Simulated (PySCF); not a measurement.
Al(H)2(vinyl) (C₂H₅Al), SMILES C=[CH][AlH2]. Geometry: PBE0-D3(BJ)/def2-TZVP.

These are PBE0-D3(BJ)/def2-TZVP (PySCF) values and carry that method's errors.

Harmonic wavenumbers (cm⁻¹): 157, 203, 416, 519, 624, 652, 783, 1005, 1020, 1066, 1284, 1438, 1640, 1915, 1923, 3106, 3126, 3185. Rotational constants (GHz): 37.84, 5.396, 4.722; symmetry number 1.

Problem. Work out the zero-point energy and the ideal-gas rigid-rotor harmonic-oscillator thermochemistry at 298.15 K and 1 atm.

Solution. ZPE = ½ Σ hcν = ½ × 24062 cm⁻¹ = 34.40 kcal/mol. H − E(el) = 38.13 kcal/mol. Entropy in cal/(mol K): translation 37.99, rotation 23.33, vibration 7.51, total 68.83. G − E(el) = 17.61 kcal/mol. Cp = 18.27 cal/(mol K).
